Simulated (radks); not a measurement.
Question: All-electron atom: the platinum ion Pt+ in [Xe] 4f14 5d9. Method: scalar-relativistic Kohn-Sham, HCTH/407, spin-unpolarised, spherical densities, finite nucleus; Fermi nuclear charge, rms radius 5.427 fm; computed with a radial shooting solver on a logarithmic mesh with Libxc functionals. Some entries of the table are withheld. Estimate them.

orbital,occ.,eigenvalue (eV),<r> (bohr)
1s,2,-78385.01,0.01716
2s,2,(1),0.07237
2p,6,-11961.10,0.06522
3s,2,-3247.634,0.1871
3p,6,-2714.662,0.1881
3d,10,-2135.613,0.1703
4s,2,-705.1391,0.4149
4p,6,-530.0999,0.4415
4d,10,-317.1572,0.4674
5s,2,-110.6380,0.9517
4f,14,-80.0773,0.5140
5p,6,-64.8548,(2)
5d,9,-14.5654,1.631
6s,0,-12.8590,2.731
6p,0,-6.7686,3.716

Answer: 
(1) 2s eigenvalue (eV): -13789.52
(2) 5p <r> (bohr): 1.102
